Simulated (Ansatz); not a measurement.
Input for Ansatz (a quantum-chemistry and plane-wave program): SC-NEVPT2 on SA-CASSCF(4,4)/cc-pVDZ on C3H4 (SMILES [CH]C=C), 2S+1 = 3, a spin state set in the input, which need not be the lowest.

Ansatz 0.2 input:
```yaml
crystal:
  periodic: [false, false, false]
  atoms:
    - {symbol: C, position_ang: [-1.20365373, 0.31942099, -0.36049200]}
    - {symbol: C, position_ang: [-0.10339695, -0.37332055, 0.04571111]}
    - {symbol: C, position_ang: [1.13987854, 0.17129080, 0.30743340]}
    - {symbol: H, position_ang: [-2.06590451, -0.02748942, -0.91705456]}
    - {symbol: H, position_ang: [-0.22188453, -1.45191362, 0.19254304]}
    - {symbol: H, position_ang: [1.97230850, -0.45407040, 0.59652342]}
    - {symbol: H, position_ang: [1.31851339, 1.22912590, 0.17207294]}
basis:
  gaussian:
    orbitals: cc-pVDZ
magnetization: {spin_polarized: false, initial_magnetization: 2}
correlation: {method: sc_nevpt2, electrons: outside_noble_gas, active_space: {window: {electrons: 4, orbitals: 4}, states: [{multiplicity: 1, weights: [1]}, {multiplicity: 3, weights: [1]}]}}
output: {orbitals: {seedname: ./end}}
```

Program output:

```
WARN ansatz: RAYON_NUM_THREADS=1 ignored (pool sized by the plan → 1); use --threads N
Functional definition: HF
integrals: 0.02 GiB planned
1173 factors; integrals over basis functions are off by at most 2.2e-7 eV
mean field: 0.18 GiB planned
mean field evaluation 1: about -3149.2375 eV, gradient 2.0e1 eV
mean field evaluation 2: about -3149.3729 eV, gradient 2.0e1 eV
mean field evaluation 4: about -3151.2045 eV, gradient 4.1e0 eV
mean field evaluation 8: about -3151.2948 eV, gradient 5.8e-1 eV
mean field evaluation 16: about -3151.3775 eV, gradient 7.6e-2 eV
mean field -3151.37804567 eV, -115.8110070975 hartree, gradient 2.1e-6 eV, S^2 2.000000; 0 other end points of the search recorded, 0 dependent functions left out
reference -3151.37804567 eV, -115.8110070975 hartree; 12, 10 occupied and 50, 52 virtual orbitals, 1173 factors
configuration interaction: 0.19 GiB planned
configuration interaction: 0.00 GiB planned
state -3151.71934968 eV, -115.8235497887 hartree
state -3151.71934968 eV, -115.8235497887 hartree; corrected -3160.94737518 eV, -116.1626734707 hartree
configuration interaction: 0.00 GiB planned
state -3152.40525620 eV, -115.8487563883 hartree
state -3152.40525620 eV, -115.8487563883 hartree; corrected -3161.54683787 eV, -116.1847033181 hartree
Total energy: -3161.24710652 eV, -116.1736883944 hartree
```

The calculation finished and met its thresholds. The last total energy is the mean of the averaged states.

Cost: around 2.6 core-seconds (rough).
